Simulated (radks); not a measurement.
Results of a calculation; reference values are marked as such.
Task: Ge31+, configuration 1s1. Level of theory: Dirac Kohn-Sham, PBE, spin-unpolarised, spherical densities, finite nucleus; Fermi nuclear charge, rms radius 4.0742 fm (a radial shooting solver on a logarithmic mesh with Libxc functionals). Some entries of the table are withheld. Estimate them.

orbital,occ.,eigenvalue (Ry),r(max) (bohr),<1/r> (bohr^-1)
1s1/2,1,-1018.601,0.03041,(1)
2s1/2,0,-250.4632,0.1617,8.194
2p1/2,0,(2),(3),8.170
2p3/2,0,(4),(5),7.946

Result: 
(1) 1s1/2 <1/r> (bohr^-1): 32.85
(2) 2p1/2 eigenvalue (Ry): -249.0990
(3) 2p1/2 r(max) (bohr): 0.1233
(4) 2p3/2 eigenvalue (Ry): -245.6418
(5) 2p3/2 r(max) (bohr): 0.1258
